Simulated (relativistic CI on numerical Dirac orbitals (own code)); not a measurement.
Energy levels of Os XXVI

These numbers are calculated, not measured: Dirac-Coulomb-Breit CI, orbitals from a KLI potential per configuration, model QED (radiative potential, 1s self-energy scaled to tabulated hydrogen-like ionisation energies), unscaled Slater integrals (own radial code, finite nucleus).

CI space (outside the closed core [Ar] 3d10): 4s²4p⁶4d¹⁰4f⁵, 4s²4p⁶4d¹⁰4f⁴5s, 4s²4p⁶4d⁹4f⁶, 4s²4p⁶4d¹⁰4f³5s², 4s²4p⁶4d¹⁰4f⁴5p, 4s²4p⁶4d¹⁰4f³5s5p, 4s²4p⁶4d¹⁰4f³5p², 4s²4p⁶4d¹⁰4f⁴5d, 4s²4p⁶4d¹⁰4f³5s5d, 4s²4p⁵4d¹⁰4f⁶, 4s4p⁶4d¹⁰4f⁶, 4s²4p⁶4d¹⁰4f⁴6p, 4p⁶4d¹⁰4f⁷. Levels of other configurations are missing.

| No. | Configuration | Term | J | E (cm⁻¹) | % | Landé g | Lifetime (s) |
| --- | --- | --- | --- | --- | --- | --- | --- |
| 41 | 4s²4p⁶4d¹⁰4f⁵ | ⁴F° | 7/2 | 103523.3 | 39 | 1.079 | 8.03e-04 |
| 42 | 4s²4p⁶4d¹⁰4f⁵ | ⁴H° | 9/2 | 103535.9 | 35 | 1.030 | 8.93e-04 |
| 43 | 4s²4p⁶4d¹⁰4f⁵ | ⁴K° | 17/2 | 104494.4 | 56 | 1.097 | 1.86e-03 |
| 44 | 4s²4p⁶4d¹⁰4f⁵ | ⁴G° | 7/2 | 104509.5 | 58 | 1.048 | 7.87e-04 |
| 45 | 4s²4p⁶4d¹⁰4f⁵ | ⁴G° | 5/2 | 107383.6 | 79 | 0.662 | 1.13e-03 |
| 46 | 4s²4p⁶4d¹⁰4f⁵ | ⁴G° | 11/2 | 109245.0 | 29 | 1.115 | 9.01e-04 |
| 47 | 4s²4p⁶4d¹⁰4f⁵ | ²P° | 3/2 | 110147.9 | 34 | 1.594 | 1.93e-03 |
| 48 | 4s²4p⁶4d¹⁰4f⁵ | ⁴G° | 11/2 | 110421.5 | 45 | 1.172 | 1.06e-03 |
| 49 | 4s²4p⁶4d¹⁰4f⁵ | ⁴K° | 15/2 | 110717.4 | 56 | 1.049 | 1.97e-03 |
| 50 | 4s²4p⁶4d¹⁰4f⁵ | ⁶P° | 7/2 | 111274.2 | 54 | 1.525 | 5.56e-03 |
| 51 | 4s²4p⁶4d¹⁰4f⁵ | ⁴F° | 9/2 | 111716.2 | 53 | 1.128 | 3.17e-03 |
| 52 | 4s²4p⁶4d¹⁰4f⁵ | ⁴L° | 19/2 | 111804.4 | 37 | 1.089 | 3.22e-03 |
| 53 | 4s²4p⁶4d¹⁰4f⁵ | ⁴P° | 1/2 | 113457.4 | 69 | 1.831 | 7.79e-04 |
| 54 | 4s²4p⁶4d¹⁰4f⁵ | ⁴I° | 15/2 | 115371.9 | 43 | 1.088 | 3.35e-03 |
| 55 | 4s²4p⁶4d¹⁰4f⁵ | ⁴G° | 9/2 | 115825.0 | 52 | 1.048 | 7.29e-04 |
| 56 | 4s²4p⁶4d¹⁰4f⁵ | ⁴F° | 5/2 | 117903.4 | 37 | 1.124 | 1.73e-03 |
| 57 | 4s²4p⁶4d¹⁰4f⁵ | ²N° | 19/2 | 118924.9 | 65 | 1.016 | 1.27e-03 |
| 58 | 4s²4p⁶4d¹⁰4f⁵ | ⁴F° | 3/2 | 119132.7 | 39 | 0.820 | 2.34e-03 |
| 59 | 4s²4p⁶4d¹⁰4f⁵ | ⁴F° | 9/2 | 119220.1 | 45 | 1.177 | 9.78e-04 |
| 60 | 4s²4p⁶4d¹⁰4f⁵ | ⁴G° | 5/2 | 120178.4 | 29 | 0.974 | 7.52e-04 |
| 61 | 4s²4p⁶4d¹⁰4f⁵ | ²O° | 21/2 | 120326.2 | 52 | 1.026 | 1.87e-03 |
| 62 | 4s²4p⁶4d¹⁰4f⁵ | ⁴I° | 11/2 | 121407.9 | 55 | 1.021 | 2.01e-03 |
| 63 | 4s²4p⁶4d¹⁰4f⁵ | ²M° | 17/2 | 124168.0 | 63 | 0.995 | 1.90e-03 |
| 64 | 4s²4p⁶4d¹⁰4f⁵ | ⁴F° | 7/2 | 124235.7 | 56 | 1.200 | 1.76e-03 |
| 65 | 4s²4p⁶4d¹⁰4f⁵ | ⁴I° | 15/2 | 124763.6 | 38 | 1.071 | 5.07e-04 |
| 66 | 4s²4p⁶4d¹⁰4f⁵ | ⁴H° | 13/2 | 126280.9 | 40 | 1.075 | 1.29e-03 |
| 67 | 4s²4p⁶4d¹⁰4f⁵ | ²H° | 9/2 | 126594.6 | 39 | 0.993 | 1.05e-03 |
| 68 | 4s²4p⁶4d¹⁰4f⁵ | ²K° | 13/2 | 128830.6 | 51 | 0.993 | 9.52e-04 |
| 69 | 4s²4p⁶4d¹⁰4f⁵ | ⁴P° | 5/2 | 129696.5 | 45 | 1.434 | 1.01e-03 |
| 70 | 4s²4p⁶4d¹⁰4f⁵ | ²F° | 5/2 | 129932.6 | 24 | 0.966 | 1.06e-03 |

Energies count from the lowest computed level; ° marks odd parity; lifetimes are radiative, by E1, M1, E2, M2 decay to levels of this space only.

The mean weight of the leading LS term, summed over parents, in these 30 levels is 47 %, and that of the leading jj configuration (from the same eigenvectors) 58 %, so jj coupling describes them better and the LS labels are nominal.

At this charge energies of transitions that change n are usually good to better than 1 %, and those within a shell (Δn = 0) to a few per cent. Terms inside the open d or f shell come out 10 to 20 % too wide with unscaled integrals.

LS names give the leading component of a level, which can be under half, so a name can repeat, a term be missing and a line seem to break the LS rules.
